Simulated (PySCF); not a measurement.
**Relaxation of singlet TiN(OH)**

Method: PBE0 in PySCF with Ti def2-TZVP, N def2-TZVP, O def2-TZVP, H def2-TZVP; no relativity; density-fitted integrals. A (50,194) grid was used.

A hand-made bent (heavy-atom frame) start, with no symmetry imposed:

```xyz
4
charge 0 multiplicity 1, angstrom
Ti    0.1003   -0.0094   -0.4304
N     1.5502   -0.0094    0.5848
O    -1.5298   -0.0094    0.7110
H    -2.0353    0.7260    1.0650
```

Task: What forces act on the atoms at the start (eV/Å)?

Result: 
| atom | Fx | Fy | Fz |
| --- | --- | --- | --- |
| Ti1 | 3.82 | -0.16 | 5.88 |
| N2 | -5.49 | 0.09 | -4.27 |
| O3 | 1.51 | 0.31 | -1.74 |
| H4 | 0.16 | -0.23 | 0.13 |

Task: What does it relax to?

Result: It ends at Cs with O–H 0.958 Å, Ti–N 1.560 Å, Ti–O 1.855 Å; H–O–Ti 124.6°, N–Ti–O 113.4° (after a last refinement on a finer grid). A frequency run shows a minimum. Other isomers or separated fragments may lie lower.

Task: How much energy is released, and in how many steps?

Result: 137.4 kJ/mol in 13 steps.
